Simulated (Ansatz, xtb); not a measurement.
## Two isomers of CH10OSi4

Structure X is `O=C[SiH]([SiH3])[SiH2][SiH3]`, a singlet and structure Y is `O=C[SiH2][SiH]([SiH3])[SiH3]`, a singlet. Both are isolated molecules in the gas phase, relaxed with PBE-D3(BJ)/def2-SVP; each stands in its lowest conformer found.

Question: Which of the two would you expect CCSD(T)/def2-SVP + ΔMP2/def2-TZVPP electronic energies to favour?

Answer: CCSD(T)/def2-SVP + ΔMP2/def2-TZVPP gives E(Y) − E(X) = −0.68 kcal/mol, slightly favouring structure Y, which is too small a margin to settle the true order.

Level by level:

```tsv
level	geometry	E(Y) − E(X) (kcal/mol)	departure from the last row (kcal/mol)	job, with rough time for the two
PBE-D3(BJ)/def2-SVP	PBE-D3(BJ)/def2-SVP	−0.03	+0.65	optimisation, 2.5 min
HF/def2-SVP	PBE-D3(BJ)/def2-SVP	−1.25	−0.58	part of the CCSD(T) run
MP2/def2-SVP	PBE-D3(BJ)/def2-SVP	−1.13	−0.45	part of the CCSD(T) run
CCSD(T)/def2-SVP	PBE-D3(BJ)/def2-SVP	−0.95	−0.28	single point
CCSD(T)/def2-SVP + ΔMP2/def2-TZVPP	PBE-D3(BJ)/def2-SVP	−0.68		single point, 1.9 min
```

As drawn, both hold the same kinds of bond in the same numbers.

The largest departure from CCSD(T)/def2-SVP + ΔMP2/def2-TZVPP is that of PBE-D3(BJ)/def2-SVP, 0.65 kcal/mol. Levels run at GFN2-xTB geometries aren't shown. The last row adds to CCSD(T) the change of the MP2 difference between the two basis sets, here +0.28 kcal/mol.

With thermal terms from frequencies at re-optimised GFN2-xTB minima (ideal gas, soft modes damped towards free rotors, one conformer each, 298.15 K, 1 atm): the zero-point term adds −0.15 kcal/mol; ΔH is −0.68 and ΔG −1.14 kcal/mol.

The correlated steps freeze 22 core orbitals. Run with Ansatz 0.2.0, xtb 6.7.1; the last row on 2 threads of Arm Neoverse V2 on a shared host.
